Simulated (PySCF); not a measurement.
NMR data simulated for an unnamed compound:

1H NMR (300 MHz, computed): δ 5.87 (m, 1H), 3.98 (s, 3H).

13C{1H} NMR (computed): δ 126.1 (C), 116.0 (CH), 52.6 (CH3).

Method: PBE0/pcSseg-1 with gauge-including orbitals, structure optimised with GFN2-xTB, in PySCF 2.14.0 with density-fitted response routines (one averaged value for each set of equivalent atoms, non-relativistic Hamiltonian, single conformer, isolated molecule).

Referencing at the same level of theory: 1H (σref 31.72) and 13C (σref 186.93) vs TMS.

Q: Which of these does the molecule contain: a three-membered ring, a methoxy group, a CF3 group, a Si–CH3 group?

A: 
- A three-membered ring: no.
- A methoxy group: yes (δC 52.6; δH 3.98 (s)).
- A CF3 group: no.
- A Si–CH3 group: no.

The data belong to `InChI=1S/C3H4F4O/c1-8-3(6,7)2(4)5/h2H,1H3`; they needn't prove each group on their own.

Carbon signals by region: 2 in the sp2 and nitrile region (100–160 ppm), 1 at 50–100 ppm.

Splittings by 19F in the carbon and heteronuclear signals aren't shown, as no couplings were computed. Shifts are as computed. Against solution values, carbons near 30 ppm lie about +3 ppm off and those near 130 ppm about +5 ppm. Of 1211 compounds with measured shifts, 218 miss one by over three times the rms of a fit or turn the order of signals round; such compounds aren't used in these exercises. Multiplicities follow the n + 1 count of equivalent neighbours, as no J values were calculated; m marks all less simple cases, F and P coupling included.
